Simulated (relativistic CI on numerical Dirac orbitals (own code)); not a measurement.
## Rh3+ (4d6) in a crystal field

Calculated by Dirac-Coulomb-Breit CI, orbitals from a KLI potential per configuration, QED by a radiative potential, valence Slater integrals scaled by 0.75, one configuration in a parametric crystal field (own radial code).

Field parameters in Wybourne normalisation: Oh B⁴₀ = 21Dq, B⁴₄ = √(5/14) B⁴₀. The field is a parameter set, without covalency.

S is read from ⟨S²⟩ = S(S + 1).

Levels (cm⁻¹, degeneracy): 0 (1), 25988 (2), 26116 (3), 26908 (3), 27623 (1), 30843 (3), 31494 (2), 32277 (3), 32733 (1), 33342 (3), 42891 (3), 43324 (3).

(1) Which field gives this pattern?
A. Oh, 10Dq = 6000 cm⁻¹
B. Oh, 10Dq = 25100 cm⁻¹
C. Oh, 10Dq = 34700 cm⁻¹
D. Oh, 10Dq = 10750 cm⁻¹

Answers

(1) C. Oh, 10Dq = 34700 cm⁻¹, ground level with S = 0.03.
